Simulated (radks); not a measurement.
Species: Ag+. Configuration: [Kr] 4d10. Calculated with a radial shooting solver on a logarithmic mesh with Libxc functionals: non-relativistic Kohn-Sham, PBE, spin-polarised, spherical densities, point nucleus; relativity is left out, which matters for an element this heavy.

Unscreened Slater integrals over Kohn-Sham orbitals (eV). They are taken over the spin-up orbitals.

integral,value
"F0(4d,4d)",18.104
"F2(4d,4d)",8.8477
"F4(4d,4d)",5.7302
"F0(4d,4p)",20.558
"F2(4d,4p)",10.006
"G1(4d,4p)",12.585
"G3(4d,4p)",7.6571
"F0(4d,4s)",21.095
"G2(4d,4s)",9.3286
"F0(4d,3d)",24.917
"F2(4d,3d)",4.6400
"F4(4d,3d)",2.0157
"G0(4d,3d)",1.4262
"G2(4d,3d)",1.6518
"G4(4d,3d)",1.2570
"F0(4p,4p)",24.134
"F2(4p,4p)",12.635
"F0(4p,4s)",24.982
"G1(4p,4s)",17.027
"F0(4p,3d)",31.389
"F2(4p,3d)",7.2802
"G1(4p,3d)",2.2856
"G3(4p,3d)",2.2283
"F0(4s,4s)",25.931
"F0(4s,3d)",33.236
"G2(4s,3d)",2.5485
"F0(3d,3d)",71.576
"F2(3d,3d)",35.701
"F4(3d,3d)",22.784
